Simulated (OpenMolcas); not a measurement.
Yb3+ in Cs2NaYCl6: curves along the breathing mode

Yb3+ with its 6 nearest chloride ions, on the Y site of Cs2NaYCl6 (a = 10.7396 Å, distance in the model lattice 2.619 Å). The rest of the host is ab initio model potentials to 7.6 Å, with orthogonalisation functions on the cations behind the ligands, and point charges beyond; the distance is set by hand and nothing relaxes. Ligand basis ANO-RCC-VDZP.

```yaml
Program: OpenMolcas
Method: "SS-CASPT2, IPEA 0.25 Eh, imaginary shift 0.1 Eh (closed shells correlated: 5s 5p and the ligand valence shells)"
Basis: ANO-RCC-VDZP [7s6p4d2f1g]
Scalar_Hamiltonian: DKH2, point nucleus
Active_space: 13 electrons in 7 orbitals (4f)
State_averaging: 2S+1 = 2 odd, 7 roots
Spin-orbit_coupling: state interaction with AMFI integrals over the reference wave functions
```

Spin-free energies (labels of O, the rotations of Oh) in cm-1 above the lowest fitted minimum, as all ligands move together:

```json
{"R (Å)": "2.452", "2T1": "2430", "2T2": "2990", "2A2": "3310"}
{"R (Å)": "2.509", "2T1": "220", "2T2": "710", "2A2": "1010"}
{"R (Å)": "2.567", "2T1": "280", "2T2": "690", "2A2": "990"}
{"R (Å)": "2.625", "2T1": "2340", "2T2": "2730", "2A2": "2980"}
{"R (Å)": "2.683", "2T1": "6150", "2T2": "6490", "2A2": "6720"}
{"R (Å)": "2.74", "2T1": "11400", "2T2": "11690", "2A2": "11920"}
{"R (Å)": "2.798", "2T1": "18150", "2T2": "18400", "2A2": "18630"}
```

Cubic fits give the following; the wavenumber is harmonic, with the mass of all moving ligands, small differences in it between states hang on the degree of the fit, a number in brackets counts states of one label, and the table is a selection of at most 14 states with clean curves.

```json
{"State": "2T1", "R0 (Å)": "2.537", "Breathing mode (cm-1)": "317", "Minimum (cm-1)": "0"}
{"State": "2T2", "R0 (Å)": "2.539", "Breathing mode (cm-1)": "318", "Minimum (cm-1)": "450"}
{"State": "2A2", "R0 (Å)": "2.539", "Breathing mode (cm-1)": "317", "Minimum (cm-1)": "750"}
```

For an f ion spin-orbit coupling outweighs the ligand field, so these spin-free curves are not those of observable levels.

Roots that are degenerate in the reference are averaged as groups; the widest CASPT2 spread within a group is 41 cm-1 (the 3-fold group of multiplicity 2 near 345 cm-1 above the lowest state of its run, R = 2.683). Shifts and gaps below about the spread of the groups concerned are not significant. Over all roots computed the reference weight is 0.66 in R = 2.452, 0.66 in R = 2.509, 0.66 in R = 2.567, 0.66 in R = 2.625, 0.66 in R = 2.683, 0.66 in R = 2.74, 0.66 in R = 2.798; a low but even weight reflects the number of correlated electrons. Splittings of an f shell from a small cluster at a set distance can be off by tens of per cent, mostly too small. No measured value stands beside these numbers.
